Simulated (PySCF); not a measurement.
**As2: script and output**

Input:

```python
from pyscf import gto, dft

mol = gto.M(
    atom='As 0 0 0; As 0 0 2.35',
    basis='sbkjc',
    ecp={'As': 'sbkjc'},
    charge=0,
    spin=0,
    verbose=4,
)
mf = dft.RKS(mol, xc='pbe0')
mf.kernel()
mf.stability(internal=True, external=True)
mf.dip_moment()
print('orbital energies (hartree):', mf.mo_energy[..., max(0, mol.nelec[1]-3):mol.nelec[0]+3].round(4))
```

```bash
$ OMP_NUM_THREADS=1 python input.py
```

It prints (some set-up lines and the per-cycle HOMO/LUMO lines with their warnings removed):

```
PySCF version 2.14.0

[INPUT] Symbol           X                Y                Z      unit          X                Y                Z       unit  Magmom
[INPUT]  1 As     0.000000000000   0.000000000000   0.000000000000 AA    0.000000000000   0.000000000000   0.000000000000 Bohr   0.0
[INPUT]  2 As     0.000000000000   0.000000000000   2.350000000000 AA    0.000000000000   0.000000000000   4.440856392728 Bohr   0.0

nuclear repulsion = 5.62954479702128
number of shells = 8
number of NR pGTOs = 40
number of NR cGTOs = 16
basis = sbkjc
ecp = {'As': 'sbkjc'}

******** <class 'pyscf.dft.rks.RKS'> ********
method = RKS
initial guess = minao
damping factor = 0
level_shift factor = 0
DIIS = <class 'pyscf.scf.diis.CDIIS'>
SCF conv_tol = 1e-09
SCF max_cycles = 50
XC functionals = pbe0

grids dens level: 3
Initial guess from minao.
tot grids = 40848
init E= -11.9708557988185
cycle= 1 E= -12.4036941015768  delta_E= -0.433  |g|= 0.148  |ddm|= 2.28
cycle= 2 E= -12.4175667414011  delta_E= -0.0139  |g|= 0.0446  |ddm|= 0.587
cycle= 3 E= -12.4187967374636  delta_E= -0.00123  |g|= 0.0011  |ddm|= 0.128
cycle= 4 E= -12.4187973589978  delta_E= -6.22e-07  |g|= 0.000104  |ddm|= 0.00283
cycle= 5 E= -12.4187973665533  delta_E= -7.56e-09  |g|= 5.4e-06  |ddm|= 0.000304
cycle= 6 E= -12.4187973665807  delta_E= -2.74e-11  |g|= 1.22e-07  |ddm|= 2.71e-05
Extra cycle  E= -12.4187973665807  delta_E= -2.49e-14  |g|= 3.22e-08  |ddm|= 5.02e-07
converged SCF energy = -12.4187973665807
rhf_internal: lowest eigs of H = [0.37106685 0.37719238 0.52505593]
<class 'pyscf.dft.rks.RKS'> wavefunction is stable in the internal stability analysis
rhf_real2complex: lowest eigs of H = [0.05947913 0.09103217 0.09191225]
<class 'pyscf.dft.rks.RKS'> wavefunction is stable in the real -> complex stability analysis
rhf_external: lowest eigs of H = [-0.01643813  0.01549626  0.01549708]
<class 'pyscf.dft.rks.RKS'> wavefunction has an RHF/RKS -> UHF/UKS instability
Dipole moment(X, Y, Z, Debye):  0.00000,  0.00000, -0.00000
orbital energies (hartree): [-0.2922 -0.2648 -0.2648 -0.1257 -0.1257 -0.0109]
```

In short: E(SCF) = -12.418797 Eh, 6 cycles, μz(SCF) = 0.00 D, internal stable; real -> complex stable; RHF/RKS -> UHF/UKS unstable.

Run time: 2.1 s on 1 thread of Arm Neoverse V1 (shared host).

The stability test finds a lower solution, so these numbers belong to a saddle point. The bond length is a typed value, not an optimised one.
